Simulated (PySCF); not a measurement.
Compound: CH4NSSi2 (charge -1).
Z-matrix (Å and degrees, PBE0-D3(BJ)/def2-SVP geometry), rows numbered from 1:
```
N 
C   1  1.1664
Si  2  1.9220  1  172.64
S   3  2.2879  2   97.44  1  -131.29
Si  4  2.1073  3   99.89  2   -66.47
H   3  1.5389  2   92.48  1   132.27
H   5  1.4976  4  113.93  3    57.67
H   5  1.5115  4  109.80  3   176.94
H   5  1.5031  4  113.67  3   -65.64
```

Theory: PBE0-D3(BJ)/def2-SVP geometry optimisation, gas phase in PySCF 2.14.0.

Take the most abundant isotopes and a rigid rotor. The values belong to one conformer with, in the numbering `[N:1]#[C:2][SiH-:3][S:4][SiH3:5]`, C2–Si3–S4–Si5 -66°.

(1) What are A, B and C (GHz)?

(2) Classify the top.

(3) What does the inertial defect say?

(4) Give the other two planar moments, Paa and Pbb, and the rms extents of the mass along the axes.

(5) Give the coordinates in the principal-axis frame, origin at the centre of mass.

(6) Where do the levels up to J = 2 lie, in MHz?

(7) Which types of transition are allowed, and where do some lines up to J = 4 fall?

(8) Estimate the classical rotational partition function at 200 K, 298.15 K and 500 K.

Results:

(1) Ia = 147.51, Ib = 318.48, Ic = 398.73 u·Å²; 505379 MHz·u·Å²/I gives 3426, 1587 and 1267 MHz, that is A = 3.4261, B = 1.5868, C = 1.2675 GHz.

(2) An asymmetric top; Ray's κ = -0.704.

(3) Not planar: Δ = Ic − Ia − Ib = -67.26 u·Å². For a rigid frame Δ = −2 Σ m c², so Σ m c² = 33.63 u·Å² lies off the ab plane: 6.69 from hydrogen and 26.94 from heavier atoms. The atom farthest from that plane is 1.83 Å away.

(4) Paa = Σ m a² = (Ib + Ic − Ia)/2 = 284.85 and Pbb = Σ m b² = (Ia + Ic − Ib)/2 = 113.88 u·Å². With the mass M = 117.96 u, the rms extents √(P/M) along a, b and c are 1.55, 0.98, 0.53 Å.

(5) The sense of each axis is arbitrary; atoms in the order of the calculation.
```
atom  mass (u)   a (Å)   b (Å)   c (Å)
  N1    14.003   2.552   1.340  -0.443
  C2    12.000   1.873   0.474  -0.057
 Si3    27.977   0.945  -1.102   0.534
  S4    31.972  -0.987  -0.766  -0.644
 Si5    27.977  -1.705   0.964   0.322
  H6     1.008   0.467  -0.417   1.827
  H7     1.008  -0.752   2.119   0.286
  H8     1.008  -2.975   1.435  -0.349
  H9     1.008  -2.081   0.740   1.759
```

(6) Above 0(0,0):
J = 1: 1(0,1) 2854, 1(1,1) 4694, 1(1,0) 5013
J = 2: 2(0,2) 8525, 2(1,2) 10083, 2(1,1) 11041, 2(2,1) 16559, 2(2,0) 16597
The levels of one J sum to (2J + 1)J(J + 1)(A + B + C)/3.

(7) The dipole components (about the centre of mass, as the species is charged) are |μa| = 3.38 D, |μb| = 0.17 D, |μc| = 0.40 D. Intensities carry the squares of the components, which stand as 1.00 : 0.00 : 0.01 (a : b : c). Some lines, for components of 0.1 D or more:

| type | branch | J(Ka,Kc) | MHz | lower level (cm⁻¹) |
| --- | --- | --- | --- | --- |
| a | Q | 1(1,0) ← 1(1,1) | 319 | 0.157 |
| a | Q | 2(1,1) ← 2(1,2) | 958 | 0.336 |
| b | R | 4(2,2) ← 3(3,1) | 1909 | 1.172 |
| a | R | 1(0,1) ← 0(0,0) | 2854 | 0.000 |
| b | R | 2(0,2) ← 1(1,1) | 3831 | 0.157 |
| b | Q | 4(1,3) ← 4(0,4) | 4024 | 0.934 |
| c | Q | 4(2,3) ← 4(1,3) | 4481 | 1.068 |
| c | R | 1(1,0) ← 0(0,0) | 5013 | 0.000 |
| b | Q | 4(2,2) ← 4(1,3) | 5020 | 1.068 |
| c | Q | 3(2,2) ← 3(1,2) | 5064 | 0.669 |
| b | Q | 2(2,0) ← 2(1,1) | 5556 | 0.368 |
| a | R | 3(2,2) ← 2(2,1) | 8563 | 0.552 |
| c | Q | 4(3,2) ← 4(2,2) | 9577 | 1.236 |
| b | Q | 4(3,1) ← 4(2,2) | 9596 | 1.236 |
| b | Q | 3(3,1) ← 3(2,2) | 10018 | 0.838 |
| a | R | 4(1,4) ← 3(1,3) | 10710 | 0.605 |
| c | R | 2(2,0) ← 1(1,0) | 11584 | 0.167 |
| b | R | 2(2,0) ← 1(1,1) | 11903 | 0.157 |
| b | R | 4(1,4) ← 3(0,3) | 11915 | 0.565 |
| b | R | 4(2,3) ← 3(1,2) | 16452 | 0.669 |
| c | R | 3(3,0) ← 2(2,0) | 18545 | 0.554 |
| c | R | 4(3,1) ← 3(2,1) | 21336 | 0.844 |
| b | R | 4(3,1) ← 3(2,2) | 21523 | 0.838 |
| b | R | 4(4,1) ← 3(3,0) | 25414 | 1.172 |
| c | R | 4(4,0) ← 3(3,0) | 25415 | 1.172 |
| c | R | 4(4,1) ← 3(3,1) | 25417 | 1.172 |
| b | R | 4(4,0) ← 3(3,1) | 25418 | 1.172 |

(8) Point group C1, symmetry number σ = 1; q = (√π/σ)·√((kT/h)³/(ABC)), k/h = 20836.6 MHz/K: 182000 at 200 K, 331000 at 298.15 K, 718000 at 500 K.

No frequency check. The geometry's basis has no diffuse functions, a weakness for an anion. These are rigid-rotor constants of the computed structure; measured ground-state constants (B0) also hold zero-point vibration. A rigid rotor knows nothing of internal rotation, which can split or shift real lines. Quadrupole hyperfine structure (14N) is left out.
